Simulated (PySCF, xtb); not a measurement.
AgF, SMILES [F][Ag] (connectivity only; charge and spin as stated), charge -1, multiplicity 2.

Harmonic wavenumbers (cm⁻¹) from GFN2-xTB in xtb at its own minimum, in rising order: 207.

**Question.** What does r2SCAN-D4/def2-TZVPD in PySCF give at its own minimum? (Estimate from the structure and the level; the computed values follow.)

**Answer.** 358. Paired by order, the mean absolute difference is 151 cm⁻¹ and the zero-point energies are 0.3 and 0.5 kcal/mol.
